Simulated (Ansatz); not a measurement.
# Telling isomers of Al2ClH2OSi apart by their spectra

These gas-phase data were calculated for one isomer of Al2ClH2OSi at PBE0-D3(BJ)/def2-SVP (harmonic, unscaled wavenumbers; equilibrium rotational constants with average atomic masses):

- rotational constants: 4.243, 1.134, 0.895 GHz
- all wavenumbers above 1500 cm⁻¹: 2250, 1976

Candidates:

(1) `[SiH2][Al]1[O][Al]1[Cl]`, a doublet
(2) `[Cl][Al]1[O][AlH][SiH]1`, a doublet

Question: Which structure fits?

Answer: Candidate (2). The band at 1976 cm⁻¹ lies where the Al–H stretch is expected; (1) has no mode between 1700 and 2050 cm⁻¹.

The same quantities for all candidates:

```tsv
	rotational constants (GHz)	wavenumbers above 1500 cm⁻¹	E above the lowest, PBE0-D3(BJ)/def2-SVP (kcal/mol)
(1)	19.74, 0.5904, 0.574	2238, 2211	29.5
(2)	4.243, 1.134, 0.895	2250, 1976	0.0
```

Harmonic stretches to hydrogen usually lie a few per cent above observed fundamentals. Each candidate is one conformer. Open shells are spin-unrestricted. Programs: Ansatz 0.2.0.
